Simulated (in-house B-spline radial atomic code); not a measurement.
A fraction x of an electron is removed from 3d in the bromine ion Br³⁺, starting from [Ar] 3d10 4s2 4p2 and keeping the highest spin. Method: non-relativistic revTPSS, spin-polarised, spherical fractional occupations, point nucleus. Calculated with a radial B-spline atomic code at the basis-set limit.

```
   x  E(x) - E(0) (eV)  3d down level (eV)
   0            0.0000            -106.281
0.01            1.0642            -106.557
0.21           22.9305            -112.121
0.26                 ?                   ?
0.43           48.2796            -118.343
 0.5           56.6336            -120.344
0.61           70.0453            -123.511
0.71           82.5412            -126.411
0.83           97.9207            -129.919
0.99                 ?                   ?
   1          120.4328            -134.939
```

Task: What belongs in the row x = 0.26?

Result: An energy change of 28.5716 eV; 3d down at -113.526 eV.

Task: What belongs in the row x = 0.99?

Result: An energy change of 119.0849 eV; 3d down at -134.642 eV.

Task: Check Janak's theorem between x = 0.01 and 0.21.

Result: The slope of the energy is 109.33 eV; the orbital levels give 109.34 eV (-ε of the emptying orbital, averaged over the two points).
